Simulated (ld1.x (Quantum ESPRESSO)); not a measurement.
## Varying the TM potential for La (Z = 57)

Base potential:

- Element: lanthanum
- Generator: ld1.x (Quantum ESPRESSO) 7.5
- Type: norm-conserving Troullier–Martins (Kleinman–Bylander form)
- Functional: PBE
- Relativity: scalar-relativistic
- Frozen core: [Kr] 4d10
- Valence charge: 11
- Reference configuration: 4f0 5s2 5p6 5d1 6s1.75 6p0.25
- Partial waves: 5p (bound): rc 2.20 bohr; 5d (bound): rc 3.80 bohr; 4f (bound, empty): rc 1.20 bohr; 5s (bound): rc 1.85 bohr
- Local potential: the s channel
- Core correction: none

Occupied shells without a wave of their own: 6p, 6s. They enter only through the test configuration that unscreens the potential.

All-electron outer shells of the reference configuration (PBE, scalar-relativistic, ld1.x):

| shell | level (eV) | outermost node (bohr) | outermost maximum (bohr) |
| --- | --- | --- | --- |
| 4p | -200.29 | 0.34 | 0.63 |
| 4d | -104.14 | 0.32 | 0.68 |
| 5s | -39.21 | 0.77 | 1.41 |
| 5p | -22.68 | 0.83 | 1.58 |
| 4f | -4.63 | – | 0.75 |
| 6s | -3.84 | 1.86 | 3.79 |
| 5d | -3.32 | 0.95 | 2.21 |
| 6p | -1.49 | 2.20 | 4.93 |

Cutoffs, loose and tight: the cutoffs (Ry, on a coarse ladder) from which the occupation-weighted sum of valence levels, in a spherical-Bessel basis at the reference potential, stays within 10 and 1 mRy of its value at 400 Ry. They do not see the model core or the augmentation charge, which bear on the density cutoff. Test errors are all-electron minus pseudo excitation energies from the reference, over the configurations 4f0 5s2 5p6 5d1 6s2 6p0; 4f0 5s2 5p6 5d1 6s1 6p0; 4f0 5s2 5p6 5d1 6s0 6p0; 4f1 5s2 5p6 5d0 6s1 6p0; 4f0 5s2 5p5 5d1 6s2 6p0; 4f0 5s2 5p6 5d0 6s2 6p1; 4f0 5s2 5p6 5d2 6s1 6p0. A dash means not determined; rows that change the core or the reference have their own tests.

For the base: The cutoffs count occupied waves only; the empty 4f level needs 200 Ry at the loose tolerance.

| change | outcome | cutoff, loose | cutoff, tight | bound ghosts | largest test error (meV) |
| --- | --- | --- | --- | --- | --- |
| base | generated | 40 Ry | 70 Ry | none | +472 |
| wave 4f (bound): rc 1.20 bohr becomes 4f (bound): rc 0.76 bohr | generated | 40 Ry | 70 Ry | none | +513 |
| wave 4f (bound): rc 1.20 bohr becomes 4f (bound): rc 0.90 bohr | generated | 40 Ry | 70 Ry | none | +519 |
| wave 4f (bound): rc 1.20 bohr becomes 4f (bound): rc 1.04 bohr | generated | 40 Ry | 70 Ry | none | +508 |
| wave 4f (bound): rc 1.20 bohr becomes 4f (bound): rc 1.18 bohr | generated | 40 Ry | 70 Ry | none | +479 |
| wave 4f (bound): rc 1.20 bohr becomes 4f (bound): rc 1.32 bohr | generated | 40 Ry | 70 Ry | none | +437 |
| wave 4f (bound): rc 1.20 bohr becomes 4f (bound): rc 1.48 bohr | generated | 40 Ry | 70 Ry | none | +398 |
| wave 4f (bound): rc 1.20 bohr becomes 4f (bound): rc 1.68 bohr | generated | 40 Ry | 70 Ry | none | +357 |
| wave 4f (bound): rc 1.20 bohr becomes 4f (bound): rc 1.82 bohr | generated | 40 Ry | 70 Ry | none | +346 |

Reading the sweep of the f radius (base included, trends over the rows without a ghost): The loose cutoff stays near 40 Ry. The median size of the test errors (rows with all tests solved) stays near 65.1 meV.
